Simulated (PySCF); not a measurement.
C₉H₁₃N: calculation and literature

Molfile (atoms numbered from 1):
```
C9H13N
     RDKit          3D

 23 23  0  0  0  0  0  0  0  0999 V2000
   -1.8647   -0.8853    0.4459 C   0  0  0  0  0  0  0  0  0  0  0  0
   -1.6457    0.5086    0.1214 N   0  0  0  0  0  0  0  0  0  0  0  0
   -2.8708    1.1400   -0.3173 C   0  0  0  0  0  0  0  0  0  0  0  0
   -0.5850    0.6638   -0.8634 C   0  0  0  0  0  0  0  0  0  0  0  0
    0.7352    0.1899   -0.3204 C   0  0  0  0  0  0  0  0  0  0  0  0
    1.5210   -0.7141   -1.0205 C   0  0  0  0  0  0  0  0  0  0  0  0
    2.7319   -1.1418   -0.5025 C   0  0  0  0  0  0  0  0  0  0  0  0
    3.1658   -0.6742    0.7252 C   0  0  0  0  0  0  0  0  0  0  0  0
    2.3857    0.2271    1.4316 C   0  0  0  0  0  0  0  0  0  0  0  0
    1.1806    0.6592    0.9101 C   0  0  0  0  0  0  0  0  0  0  0  0
   -0.9321   -1.3225    0.7980 H   0  0  0  0  0  0  0  0  0  0  0  0
   -2.2233   -1.4686   -0.4178 H   0  0  0  0  0  0  0  0  0  0  0  0
   -2.6037   -0.9529    1.2430 H   0  0  0  0  0  0  0  0  0  0  0  0
   -3.2721    0.6975   -1.2442 H   0  0  0  0  0  0  0  0  0  0  0  0
   -3.6218    1.0395    0.4654 H   0  0  0  0  0  0  0  0  0  0  0  0
   -2.6885    2.2001   -0.4901 H   0  0  0  0  0  0  0  0  0  0  0  0
   -0.5079    1.7314   -1.0974 H   0  0  0  0  0  0  0  0  0  0  0  0
   -0.8190    0.1277   -1.8019 H   0  0  0  0  0  0  0  0  0  0  0  0
    1.1842   -1.0892   -1.9771 H   0  0  0  0  0  0  0  0  0  0  0  0
    3.3351   -1.8457   -1.0575 H   0  0  0  0  0  0  0  0  0  0  0  0
    4.1080   -1.0120    1.1318 H   0  0  0  0  0  0  0  0  0  0  0  0
    2.7198    0.5930    2.3918 H   0  0  0  0  0  0  0  0  0  0  0  0
    0.5623    1.3555    1.4561 H   0  0  0  0  0  0  0  0  0  0  0  0
  1  2  1  0
  2  3  1  0
  2  4  1  0
  4  5  1  0
  5  6  2  0
  6  7  1  0
  7  8  2  0
  8  9  1  0
  9 10  2  0
 10  5  1  0
  1 11  1  0
  1 12  1  0
  1 13  1  0
  3 14  1  0
  3 15  1  0
  3 16  1  0
  4 17  1  0
  4 18  1  0
  6 19  1  0
  7 20  1  0
  8 21  1  0
  9 22  1  0
 10 23  1  0
M  END
```

Published estimates (parent shift plus substituent increments) and measurements: δ ¹³C C6/C10 129.0; C7/C9 128.2; C8 127.0 ppm (estimated from measurements, as parent shift plus tabulated substituent increment; solution, not stated per compound (mostly CDCl3 or CCl4); Pretsch, Buehlmann, Badertscher, Structure Determination of Organic Compounds, 4th ed. (2009)).

PySCF 2.14 calculation with NMR shieldings at PBE0/pcSseg-1/GIAO and geometry: GFN2-xTB; single conformer, relativity neglected, in vacuum, equivalent nuclei averaged.

**Question.** How close does the calculation come?

**Answer.** 
Reference values: estimated from measurements, as parent shift plus tabulated substituent increment (solution, not stated per compound (mostly CDCl3 or CCl4); Pretsch, Buehlmann, Badertscher, Structure Determination of Organic Compounds, 4th ed. (2009)).
```
 atoms  quantity  reference  computed  computed, scaled
C6/C10     δ ¹³C      129.0     135.0             129.4
 C7/C9     δ ¹³C      128.2     133.8             128.2
    C8     δ ¹³C      127.0     132.8             127.2
```

Computed shifts are σ(ref) − σ with the named reference compound (TMS for H and C) calculated as an isolated molecule at the same level. The measured values may be among those fitted. Empirical linear scaling, fitted to shifts measured mostly in CDCl3 for H and C (δ vs TMS): ¹³C: δ = 179.97 − 0.974σ (rms 2.1 ppm, 958 shifts, 2.3 ppm with the 13 outliers that the fit left out). Occasional misses reach two or three times the rms, and more in compound classes unlike the fitted ones.

**Question.** How far are the unscaled ¹³C shifts from the references?

**Answer.** Mean signed difference +5.80 ppm, mean absolute 5.80 ppm over 3 comparisons; the largest is +6.0 ppm at C6/C10 (aromatic CH).
